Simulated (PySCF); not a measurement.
**Phosphorus: a sound run and one with changed settings**

Sound run: P⁺ [Ne] 3s2 3p2, P²⁺ [Ne] 3s2 3p1. Computed with PySCF 2.14 in x2c-TZVPall (5s5p2d1f, 37 functions), with the spin-free X2C one-electron Hamiltonian (Gaussian nucleus). The sound run starts from symmetry-adapted Hartree-Fock orbitals and uses a fine grid where one is needed.

Changed run: 6 angular points. This setting is unsound on purpose.

```tsv
species	method	sound run (hartree)	changed run (hartree)	converged
P⁺	UHF	-341.16228	-341.16228	yes
P⁺	B3LYP	-341.72329	-342.30874	yes
P⁺	M06-L	-341.68292	-342.56994	no
P²⁺	UHF	-340.45849	-340.45849	yes
P²⁺	B3LYP	-340.99808	-341.32505	yes
P²⁺	M06-L	-340.96187	-340.82941	no
```

Ionisation energy of P⁺:

```csv
method,sound run (eV),changed run (eV)
UHF,19.151,19.151
```

A coarse angular grid integrates products of high-l functions wrongly, so density functionals can shift, and the SCF can exploit the error; Hartree-Fock and MP2 need no grid.

For comparison, NIST gives 19.769 eV between the lowest levels.
